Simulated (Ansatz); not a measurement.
Computed with Ansatz on PBE0-D4/def2-TZVP structures; ΔE is electronic, products minus reactants. CCSD(T)/CBS is the MP2 limit (def2-TZVPP, def2-QZVPP) plus CCSD(T) − MP2 in def2-TZVPP, frozen cores. This one scheme is used for every species. DFT in def2-TZVPP.

Consider the silylene loss: `[SiH3][SiH]1O[SiH2][SiH2]1` → `O1[SiH2][SiH2][SiH2]1` + `[SiH2]`.

| level | ΔE (kJ/mol) | difference from CCSD(T)/CBS |
| --- | --- | --- |
| PBE-D4 | 255.6 | 16.7 |
| r2SCAN-D4 | 263.4 | 24.5 |
| PBE0-D4 | 260.0 | 21.1 |
| ωB97X-V | 249.2 | 10.3 |
| B2PLYP | 231.6 | -7.3 |
| r2SCAN | 260.6 | 21.7 |
| MP2/def2-TZVPP | 246.8 | 7.9 |
| HF/def2-QZVPP | 209.2 | -29.7 |
| SCS-MP2/def2-QZVPP | 237.4 | -1.5 |
| CCSD/CBS(def2) | 232.7 | -6.2 |
| CCSD(T)/CBS | 238.9 | 0 |

Largest T1 diagnostic among the species: 0.014.

From PBE to PBE0 (25 % exact exchange), in def2-TZVPP and without D4, ΔE moves by +5.2 kJ/mol. In def2-TZVPP, CCSD(T) changes the Hartree–Fock value by +22.7 kJ/mol (the triples alone add +6.2 kJ/mol) and MP2 by +37.7 kJ/mol.
